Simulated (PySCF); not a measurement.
This script is equivalent to a calculation on C⁺ (carbon, charge +1).

```python
from pyscf import gto, scf, dft, mp, cc
import basis_set_exchange as bse
mol = gto.M(atom="C 0 0 0", charge=1, spin=1, symmetry="D2h",
            basis=gto.basis.parse(bse.get_basis("ANO-RCC-VQZP", elements=["C"], fmt="nwchem", header=False)),
            nucmod="G")
mf = dft.UKS(mol, xc="TPSSH").sfx2c1e()
mf.irrep_nelec = {'Ag': (2, 2), 'B2u': (1, 0)}
mf.kernel()
```

Question: What total energy does it give?

Answer: -37.457 hartree (calculated).

Question: Which occupied shell lies highest, and where?

Answer: 2p α, at -19.139 eV.

Question: What is ⟨S²⟩, and what would a pure spin state give?

Answer: 0.753, against 0.75.
